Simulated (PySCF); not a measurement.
**Excitation energy of B by level of theory**

B [He] 2s2 2p1 (2P) → B [He] 2s2 3d1 (2D), as a difference of total energies. Calculation: PySCF 2.14, in x2c-TZVPPall with one added diffuse shell each of s, p, d type (6s4p3d1f, 40 functions); scalar relativity by spin-free X2C-1e. Correlated levels: valence: 1s2 frozen; valence and next inner shell: nothing frozen. The calculations carry no spin-orbit coupling.

| method | excitation energy (eV) | error (eV) |
| --- | --- | --- |
| UHF | 7.908 | +1.119 |
| LDA | 7.748 | +0.959 |
| PBE | 7.623 | +0.834 |
| PBE0 | 7.771 | +0.982 |
| r2SCAN | 7.979 | +1.190 |
| PBEsol | 7.591 | +0.802 |
| revPBE | 7.547 | +0.758 |
| wB97X | 8.137 | +1.348 |
| CAM-B3LYP | 8.075 | +1.286 |
| MP2 (valence) | 8.005 | +1.216 |
| SCS-MP2 (valence) | 7.984 | +1.195 |
| MP2 (valence and next inner shell) | 8.014 | +1.225 |
| SCS-MP2 (valence and next inner shell) | 7.989 | +1.200 |

Reference: 6.789 eV (measured; NIST levels, between the centres of gravity of the two terms).

Errors of the correlated levels include the incompleteness of this basis and the frozen core.

The promoted electron is Rydberg-like, and one or two diffuse shells describe it only roughly, which tends to raise the upper state.

In the upper state the promoted electron has a positive orbital energy at LDA, PBE, PBE0, r2SCAN, PBEsol, revPBE, so the basis confines it.
